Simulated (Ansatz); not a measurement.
One change: `O[CH2][Ga]([F])[Cl]` becomes `C[SiH2][Ga]([F])[Cl]`.

Ansatz, PBE0-D4/def2-TZVP geometries, multiplicity 1. Each molecule was computed in one conformer, which needn't be the lowest.

Scalar relativity is left out up to krypton.

```json
{"property": "size of the dipole moment (B3LYP/def2-TZVPP) / D", "`O[CH2][Ga]([F])[Cl]`": "2.39"}
{"property": "HOMO energy (PBE0/def2-TZVPP) / eV", "`O[CH2][Ga]([F])[Cl]`": "-7.97"}
{"property": "HOMO–LUMO gap (PBE/def2-TZVPP) / eV", "`O[CH2][Ga]([F])[Cl]`": "4.59"}
{"property": "LUMO energy (B3LYP/def2-TZVPP) / eV", "`O[CH2][Ga]([F])[Cl]`": "-1.45"}
{"property": "size of the dipole moment (ωB97M-V/def2-TZVPP) / D", "`O[CH2][Ga]([F])[Cl]`": "2.30"}
{"property": "LUMO energy (ωB97M-V/def2-TZVPP) / eV", "`O[CH2][Ga]([F])[Cl]`": "0.56"}
```

(1) Give the same properties after the change, and the shifts. (Estimate.)

Answers

(1) Ansatz gave: 
```
                                          property  `C[SiH2][Ga]([F])[Cl]`  shift
  size of the dipole moment (B3LYP/def2-TZVPP) / D                    3.87   1.48
                HOMO energy (PBE0/def2-TZVPP) / eV                   -8.36  -0.39
               HOMO–LUMO gap (PBE/def2-TZVPP) / eV                    4.72   0.13
               LUMO energy (B3LYP/def2-TZVPP) / eV                   -1.92  -0.47
size of the dipole moment (ωB97M-V/def2-TZVPP) / D                    3.85   1.55
             LUMO energy (ωB97M-V/def2-TZVPP) / eV                    0.05  -0.51
```

With PBE0 the HOMO falls by 0.39 eV and the LUMO falls by 0.55 eV, so the gap narrows by about 0.16 eV. PBE moves the HOMO by -0.61 eV and ωB97M-V by -0.17 eV. The zero-point energy changes by 32.3 kJ/mol with +6 modes. Dipoles are sizes alone; their direction can turn.

B3LYP here is the variant with VWN-RPA as its local correlation; programs differ in this.
